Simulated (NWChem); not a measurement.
System: GaNH4; SMILES [GaH2][NH2]

Here is an NWChem input.

```
start job
memory heap 200 mb stack 900 mb global 1100 mb
geometry units angstroms noautoz
  Ga     0.000000     0.000000     0.391891
  H      0.000000    -1.396645     1.097501
  H      0.000000     1.396645     1.097501
  N      0.000000     0.000000    -1.419141
  H      0.000000    -0.836697    -1.990195
  H      0.000000     0.836697    -1.990195
end
basis spherical
  Ga library def2-svp
  H library def2-svp
  N library def2-svp
end
dft
  xc xwpbe 1.00 cpbe96 1.0 hfexch 1.00
  cam 0.1 cam_alpha 0.0 cam_beta 1.0
  iterations 150
  vectors input atomic output neutral.movecs
end
task dft energy
charge 1
dft
  odft
  mult 2
  vectors input atomic output cation.movecs
end
task dft energy
```

Structure relaxed at the PBE0/def2-SVP level.

Ions are spin-unrestricted doublets at the neutral geometry; other ion states weren't tried. Functional: LC-ωPBE (HJS hole) with def2-SVP; the question gives the range parameter ω in 1/bohr.

Question: What results follow from this input? (LC-wPBE (HJS exchange hole, range parameter 0.1 per bohr)/def2-SVP, vertical spin-unrestricted ions.) Quantities: vertical ionisation energy, ΔSCF (eV); −ε(HOMO) (eV).

Answer: 
| Item | Result |
|---|---|
| vertical ionisation energy, ΔSCF (eV) | 9.85 |
| −ε(HOMO) (eV) | 7.43 |
